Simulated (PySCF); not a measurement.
2-fluoro-2-methylpropane (C₄H₉F), SMILES CC(F)(C)C.

Coordinates come from a PBE0-D3(BJ)/def2-SVP optimisation.

The numbers are results of PBE0-D3(BJ)/def2-SVP run with PySCF 2.14.0, not measurements.

Harmonic, unscaled wavenumbers; measured fundamentals usually lie a few per cent lower.

Modes within 1.5 cm⁻¹ of each other (mostly degenerate sets) share a row, with their intensities summed.

| mode | ν (cm⁻¹) | IR (km/mol) | moving atoms (share of kinetic energy) |
|---|---|---|---|
| 1 | 193 | 0.0 | H 100 % |
| 2–3 | 256 | 0.0 | H 95 % |
| 4–5 | 337 | 2.9 | C 43 %, H 37 %, F 21 % |
| 6 | 408 | 1.8 | H 42 %, C 35 %, F 23 % |
| 7–8 | 465 | 8.8 | C 46 %, H 32 %, F 21 % |
| 9 | 777 | 3.9 | C 63 %, H 22 %, F 15 % |
| 10–11 | 923 | 1.1 | H 63 %, C 37 % |
| 12 | 938 | 41.1 | H 35 %, F 34 %, C 31 % |
| 13 | 947 | 0.0 | H 82 %, C 18 % |
| 14–15 | 1035 | 1.3 | H 68 %, C 31 % |
| 16 | 1242 | 70.7 | C 66 %, H 31 % |
| 17–18 | 1281 | 35.5 | C 58 %, H 42 % |
| 19–20 | 1389 | 71.5 | H 63 %, C 37 % |
| 21 | 1401 | 15.7 | H 77 %, C 23 % |
| 22 | 1435 | 0.0 | H 96 % |
| 23–24 | 1453 | 0.5 | H 96 % |
| 25–26 | 1468 | 1.7 | H 90 %, C 10 % |
| 27 | 1491 | 6.3 | H 93 % |
| 28–29 | 3062 | 26.4 | H 97 % |
| 30 | 3067 | 1.5 | H 97 % |
| 31–33 | 3165 | 0.2 | H 90 %, C 10 % |
| 34–35 | 3168 | 44.8 | H 90 %, C 10 % |
| 36 | 3171 | 30.0 | H 91 %, C 9 % |
